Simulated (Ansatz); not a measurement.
A search over several starts for the lowest SCF solution of ReS₄, that is [ReS4]- with one electron fewer at the given spin, in a small basis.

```yaml
crystal:
  periodic: [false, false, false]
  atoms:
    - {symbol: Re, position_ang: [0.000012, -0.000047, 0.000066]}
    - {symbol: S, position_ang: [0.010549, -0.015628, 2.149379]}
    - {symbol: S, position_ang: [2.023083, 0.008745, -0.725900]}
    - {symbol: S, position_ang: [-1.021382, 1.758156, -0.696574]}
    - {symbol: S, position_ang: [-1.012261, -1.751226, -0.726981]}
basis:
  gaussian: {orbitals: def2-SVP}
magnetization: {spin_polarized: true, initial_magnetization: 1}
hamiltonian: {xc: pbe0, dispersion: d4}
output: {orbitals: {seedname: orbitals}}
```

```sh
$ ansatz run in.yaml --threads 4 --pin off --events-out ev --progress --plain --max-ram 3916MiB
```

Shortened log:

```
Functional definition: PBE0
949 factors; integrals over basis functions are off by at most 1.2e-3 eV
mean field evaluation 1: about -45445.1640 eV, gradient 1.4e1 eV
mean field evaluation 2: about -45436.4055 eV, gradient 4.7e1 eV
mean field evaluation 4: about -45445.9853 eV, gradient 3.5e0 eV
mean field evaluation 8: about -45446.1654 eV, gradient 4.0e-1 eV
mean field evaluation 16: about -45446.1662 eV, gradient 2.0e0 eV
mean field evaluation 32: about -45446.2079 eV, gradient 6.2e-6 eV
mean field evaluation 64: about -45446.2080 eV, gradient 5.6e-4 eV
mean field evaluation 96: about -45446.2080 eV, gradient 2.8e-6 eV
mean field evaluation 128: about -45446.1919 eV, gradient 2.5e-1 eV
mean field -45446.20803757 eV, -1670.1173408344 hartree, gradient 5.1e-6 eV, S^2 0.816834; 16 other end points of the search recorded, 0 dependent functions left out
reference -45446.20806862 eV, -1670.1173419754 hartree; 40, 39 occupied and 64, 65 virtual orbitals, 949 factors
Total energy: -45446.50426930 eV, -1670.1282271498 hartree
```

It took 41 s on 4 threads of Arm Neoverse V1 on a shared host.

In the def2 sets Re takes a core potential; there is no spin–orbit coupling.
